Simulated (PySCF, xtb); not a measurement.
C3H8ClFSi, SMILES CCC[Si@H](F)Cl.

GFN2-xTB run with xtb at its own geometry gives an orbital gap of 6.26 eV and a dipole moment of 2.36 D.

Geometry optimised at PBE0-D3(BJ)/def2-SVP. The structure was generated by enumeration; whether it is a known compound was not checked. Other conformers were not sampled.

**Question.** What does PBE/def2-TZVP run with PySCF give? (The exact figures need the calculation; the answer reports its results.)

**Answer.** gap 7.01 eV (levels -7.30 and -0.30 eV), dipole 2.28 D.
